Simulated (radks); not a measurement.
Values are calculated unless marked as measured or tabulated.
Task: Excited configurations of the chromium ion Cr2+: one electron is placed in a higher orbital outside [Ar] 3d3. The ground configuration is [Ar] 3d4. Code: a radial shooting solver on a logarithmic mesh with Libxc functionals. Model: scalar-relativistic Kohn-Sham, r2SCAN, spin-unpolarised, spherical densities, finite nucleus; meta-GGA in the generalised Kohn-Sham scheme; Fermi nuclear charge, rms radius 3.6452 fm. Excitation = E - E(ground); binding = E(ion) - E, where the ion is the core of charge +3; n* = 3/sqrt(2 binding) in atomic units, and the quantum defect is n - n*.

outer orbital  excitation (eV)  binding (eV)     n*  quantum defect  eigenvalue (eV)  <r> (bohr)
4p                      11.875        18.567  2.568           1.432          -15.422       3.060
5s                      18.855        11.586  3.251           1.749           -9.940       5.379
5d                      23.614         6.828  4.235           0.765           -5.717       8.042
6s                      23.616         6.825  4.236           1.764           -5.908       9.100
6d                      25.935         4.507  5.212           0.788           -3.835       12.75
7f                      27.865         2.576  6.894           0.106           -2.203       22.06

Estimate the row for 7p.

Result: excitation (eV) 26.457; binding (eV) 3.985; n* 5.543; quantum defect 1.457; eigenvalue (eV) -3.466; <r> (bohr) 15.28. The Delta-SCF ionisation energy is 30.442 eV (NIST Atomic Spectra Database: 30.96 eV, measured). Self-interaction in the functional shifts the binding energies and quantum defects, so they are the method's values and not measured ones. Spin polarisation and multiplet splitting are left out, so open shells lie too high by an amount that depends on their filling.

Beside tabulated values, note that spin-unpolarised runs miss the spin-polarisation part of the exchange energy of open shells.
